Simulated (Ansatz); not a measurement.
Geometry optimisation, RHF/def2-SVP (Ansatz 0.2.0).

Input file:

```yaml
crystal:
  periodic: [false, false, false]
  atoms:
    - { symbol: Sn, position_ang: [0.0, 0.0, 0.0] }
    - { symbol: O, position_ang: [0.0, 0.0, 1.96] }
    - { symbol: H, position_ang: [-0.9095, -0.2814, 2.2971] }
    - { symbol: Cl, position_ang: [2.2726, 0.0, -0.8025] }
    - { symbol: O, position_ang: [-0.9232, 1.5994, -0.6527] }
    - { symbol: H, position_ang: [-1.881, 1.3686, -0.8751] }
    - { symbol: Cl, position_ang: [-1.1351, -1.9666, -0.8025] }
basis:
  gaussian: { orbitals: def2-SVP }
hamiltonian:
  xc: hf
relax:
  f_tol: 0.02
  max_steps: 40
```

Run as:

```bash
$ ansatz run input.yaml --threads 1 --pin off --max-ram 2048MiB --backend cpu --events-out ev --progress --plain --runs-dir out
```

Task: Where does it end, and by what steps?

Result: It converged. The force dipped under the threshold on the way, but the program's further checks kept it going. After 20 steps the energy has fallen by 0.472 eV; H3 moved furthest, 0.61 Å.

```csv
step,energy less start (eV),largest force component (eV/Å),accepted
0,0.0000,2.875,yes
1,-0.2951,1.509,yes
2,-0.3730,1.666,yes
3,-0.4459,0.180,yes
4,-0.4481,0.662,yes
5,-0.4589,0.263,yes
6,-0.4640,0.106,yes
7,-0.4664,0.034,yes
8,-0.4674,0.098,yes
9,-0.4551,0.881,no
10,-0.4692,0.023,yes
11,-0.4630,0.637,no
12,-0.4702,0.042,yes
13,-0.4703,0.185,yes
14,-0.4714,0.005,yes
15,-0.4713,0.047,no
16,-0.4715,0.015,yes
17,-0.4707,0.216,no
18,-0.4716,0.026,yes
19,-0.4715,0.047,no
20,-0.4716,0.008,yes
```

```xyz
7
Properties=species:S:1:pos:R:3
Sn -0.144 -0.178 0.030
O -0.087 -0.379 1.946
H -0.605 0.226 2.458
Cl 1.993 0.132 -0.808
O -1.254 1.366 -0.323
H -1.439 1.623 -1.215
Cl -1.040 -2.069 -0.964
```

Whether the end is a true minimum wasn't checked by a vibrational analysis.

Time of the run: 66 s on 1 thread of Arm Neoverse V2, on a shared host, peak memory 0.23 GiB.
